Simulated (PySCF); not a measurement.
Simulation results for BCl₂GeH₂, BGeH₆N₂, AlBGeH₂O

Computed with PySCF 2.14.0. Calculation on a computer-drawn molecule: the log of a Hartree-Fock and frozen-core CCSD(T) single point meant for a local Hartree-Fock minimum, with one planted fault or none, to be diagnosed. Offsets are logged minus clean, where the clean run is the same molecule without the fault. The reference is restricted for singlets and unrestricted otherwise, and also for a bond in bohr or an excited solution. Adding or removing an electron swaps singlet and doublet. The excited solution moves the top pair (singlet) or top alpha electron (doublet) to the lowest empty orbital. Highest occupied and lowest empty are orbital energies over both spins, largest force is the largest gradient component, triples share is (T) over the correlation energy, the T1 limit is 0.02 restricted and 0.045 unrestricted, electrons count all cores, a negative frequency is imaginary (commonest isotopes), and the dipole is about the centre of nuclear charge; on germanium a core potential holds 10 electrons, which the energies leave out, and 3d is frozen in MP2 and coupled-cluster steps.

Common to all runs: meant charge 0; meant basis and core potential on germanium cc-pVDZ-PP ECP10MDF; logged SCF converged yes; logged CC converged yes; logged SCF stable within its kind yes; possible faults no fault, one electron removed, one electron added, multiplicity raised by two, geometry at a saddle point, SCF held on an excited solution, minimal basis STO-3G, one bond length entered in bohr, all coordinates scaled.

```json
{"entry": 1, "formula": "BCl2GeH2", "logged_structure": {"atoms_angstrom": [["B", -0.553, -0.5717, 2.6653], ["Ge", 1.3876, -0.3737, 1.9575], ["Cl", 2.5571, -2.1997, 2.0705], ["Cl", 1.5092, 0.2832, -0.1087], ["H", -1.3801, 0.1787, 2.2479], ["H", -0.7446, -1.3247, 3.5695]]}, "given": {"meant_multiplicity": 2, "meant_basis": "cc-pV(D+d)Z", "logged_electrons": 74, "logged_basis_functions": 93, "logged_spin_squared": 0.0, "logged_highest_occupied [eV]": -1.9031, "logged_lowest_empty [eV]": 6.0552, "logged_largest_force [hartree/bohr]": 0.050259, "logged_T1_diagnostic": 0.026712, "logged_D1_diagnostic": 0.1235, "logged_triples_share": 0.029959, "logged_dipole_magnitude [debye]": 0.38097, "logged_energy_HF [hartree]": -1238.31438, "logged_energy_CCSD(T) [hartree]": -1238.83447, "drawn_bonds_atom": [1, 2, 2, 1, 1], "drawn_bonds_other_atom": [2, 3, 4, 5, 6], "drawn_bonds_order": [1, 1, 1, 1, 1]}, "results": {"planted_fault": "one electron added", "HF_energy_offset_from_clean_run [kcal/mol]": -21.96, "CCSD(T)_energy_offset_from_clean_run [kcal/mol]": -42.46}, "notes": ["T1 above single-reference limit"]}
{"entry": 2, "formula": "BCl2GeH2", "logged_structure": {"atoms_angstrom": [["B", -0.5619, -0.5808, 2.708], ["Ge", 1.4098, -0.3796, 1.9888], ["Cl", 2.598, -2.2349, 2.1036], ["Cl", 1.5333, 0.2877, -0.1104], ["H", -1.4022, 0.1816, 2.2839], ["H", -0.7565, -1.3459, 3.6266]]}, "given": {"meant_multiplicity": 2, "meant_basis": "cc-pV(D+d)Z", "logged_electrons": 73, "logged_basis_functions": 93, "logged_spin_squared": 0.7787, "logged_highest_occupied [eV]": -9.4085, "logged_lowest_empty [eV]": -0.29943, "logged_largest_force [hartree/bohr]": 0.0096021, "logged_T1_diagnostic": 0.020505, "logged_D1_diagnostic": 0.1031, "logged_triples_share": 0.027246, "logged_dipole_magnitude [debye]": 3.3569, "logged_energy_HF [hartree]": -1238.27813, "logged_energy_CCSD(T) [hartree]": -1238.76613, "drawn_bonds_atom": [1, 2, 2, 1, 1], "drawn_bonds_other_atom": [2, 3, 4, 5, 6], "drawn_bonds_order": [1, 1, 1, 1, 1]}, "results": {"planted_fault": "all coordinates scaled, by +1.6 %", "HF_energy_offset_from_clean_run [kcal/mol]": 0.7896, "CCSD(T)_energy_offset_from_clean_run [kcal/mol]": 0.4217}}
{"entry": 3, "formula": "BCl2GeH2", "logged_structure": {"atoms_angstrom": [["B", -0.553, -0.5717, 2.6653], ["Ge", 1.3876, -0.3737, 1.9575], ["Cl", 2.5571, -2.1997, 2.0705], ["Cl", 1.5092, 0.2832, -0.1087], ["H", -1.3801, 0.1787, 2.2479], ["H", -0.7446, -1.3247, 3.5695]]}, "given": {"meant_multiplicity": 2, "meant_basis": "cc-pV(D+d)Z", "logged_electrons": 72, "logged_basis_functions": 93, "logged_spin_squared": 0.0, "logged_highest_occupied [eV]": -17.652, "logged_lowest_empty [eV]": -7.5025, "logged_largest_force [hartree/bohr]": 0.059238, "logged_T1_diagnostic": 0.020741, "logged_D1_diagnostic": 0.086554, "logged_triples_share": 0.032405, "logged_dipole_magnitude [debye]": 5.2001, "logged_energy_HF [hartree]": -1237.96966, "logged_energy_CCSD(T) [hartree]": -1238.46109, "drawn_bonds_atom": [1, 2, 2, 1, 1], "drawn_bonds_other_atom": [2, 3, 4, 5, 6], "drawn_bonds_order": [1, 1, 1, 1, 1]}, "results": {"planted_fault": "one electron removed", "HF_energy_offset_from_clean_run [kcal/mol]": 194.4, "CCSD(T)_energy_offset_from_clean_run [kcal/mol]": 191.8}, "notes": ["T1 above single-reference limit"]}
{"entry": 4, "formula": "BGeH6N2", "logged_structure": {"atoms_angstrom": [["B", -1.3009, -2.8118, -1.563], ["Ge", -1.7864, -1.4723, 0.0108], ["N", -1.335, 0.4216, 0.1347], ["N", -2.8615, -1.8446, 1.5972], ["H", -1.7212, -4.0382, -1.4695], ["H", -0.6021, -2.354, -2.5587], ["H", -0.5913, 0.8391, -0.5389], ["H", -1.3835, 0.9659, 1.0739], ["H", -3.0941, -2.8765, 1.8476], ["H", -2.8054, -1.2184, 2.4837]]}, "given": {"meant_multiplicity": 2, "meant_basis": "cc-pVDZ", "logged_electrons": 57, "logged_basis_functions": 95, "logged_spin_squared": 0.7576, "logged_highest_occupied [eV]": -6.9236, "logged_lowest_empty [eV]": 1.3377, "logged_largest_force [hartree/bohr]": 0.060213, "logged_T1_diagnostic": 0.018826, "logged_D1_diagnostic": 0.088709, "logged_triples_share": 0.031923, "logged_dipole_magnitude [debye]": 3.3225, "logged_energy_HF [hartree]": -430.37888, "logged_energy_CCSD(T) [hartree]": -430.97386, "drawn_bonds_atom": [1, 2, 2, 1, 1, 3, 3, 4, 4], "drawn_bonds_other_atom": [2, 3, 4, 5, 6, 7, 8, 9, 10], "drawn_bonds_order": [1, 1, 1, 1, 1, 1, 1, 1, 1]}, "results": {"planted_fault": "all coordinates scaled, by +8.5 %", "HF_energy_offset_from_clean_run [kcal/mol]": 36.83, "CCSD(T)_energy_offset_from_clean_run [kcal/mol]": 23.57}}
{"entry": 5, "formula": "AlBGeH2O", "logged_structure": {"atoms_angstrom": [["B", -0.4145, 0.2487, 1.2244], ["Ge", 0.7231, 1.5192, 0.0802], ["Al", 0.1667, -0.0925, -1.8227], ["O", -0.1243, -1.0301, -3.0544], ["H", -1.5914, 0.4417, 1.3643], ["H", 0.0955, -0.6671, 1.8101]]}, "given": {"meant_multiplicity": 1, "meant_basis": "cc-pV(D+d)Z", "logged_electrons": 59, "logged_basis_functions": 84, "logged_spin_squared": 0.7841, "logged_highest_occupied [eV]": -14.399, "logged_lowest_empty [eV]": -5.674, "logged_largest_force [hartree/bohr]": 0.088952, "logged_T1_diagnostic": 0.033299, "logged_D1_diagnostic": 0.14128, "logged_triples_share": 0.028811, "logged_dipole_magnitude [debye]": 0.38576, "logged_energy_HF [hartree]": -635.69188, "logged_energy_CCSD(T) [hartree]": -636.07853, "drawn_bonds_atom": [1, 2, 3, 1, 1], "drawn_bonds_other_atom": [2, 3, 4, 5, 6], "drawn_bonds_order": [1, 1, 2, 1, 1]}, "results": {"planted_fault": "one electron removed", "HF_energy_offset_from_clean_run [kcal/mol]": 161.5, "CCSD(T)_energy_offset_from_clean_run [kcal/mol]": 207.9}}
{"entry": 6, "formula": "AlBGeH2O", "logged_structure": {"atoms_angstrom": [["B", -0.4145, 0.2487, 1.2244], ["Ge", 0.7231, 1.5192, 0.0802], ["Al", 0.1667, -0.0925, -1.8227], ["O", -0.1243, -1.0301, -3.0544], ["H", -1.5914, 0.4417, 1.3643], ["H", 0.0955, -0.6671, 1.8101]]}, "given": {"meant_multiplicity": 1, "meant_basis": "cc-pV(D+d)Z", "logged_electrons": 61, "logged_basis_functions": 84, "logged_spin_squared": 0.762, "logged_highest_occupied [eV]": -2.5474, "logged_lowest_empty [eV]": 5.4481, "logged_largest_force [hartree/bohr]": 0.024522, "logged_T1_diagnostic": 0.030185, "logged_D1_diagnostic": 0.0811, "logged_triples_share": 0.041024, "logged_dipole_magnitude [debye]": 4.656, "logged_energy_HF [hartree]": -636.01466, "logged_energy_CCSD(T) [hartree]": -636.48381, "drawn_bonds_atom": [1, 2, 3, 1, 1], "drawn_bonds_other_atom": [2, 3, 4, 5, 6], "drawn_bonds_order": [1, 1, 2, 1, 1]}, "results": {"planted_fault": "one electron added", "HF_energy_offset_from_clean_run [kcal/mol]": -41.09, "CCSD(T)_energy_offset_from_clean_run [kcal/mol]": -46.4}}
```
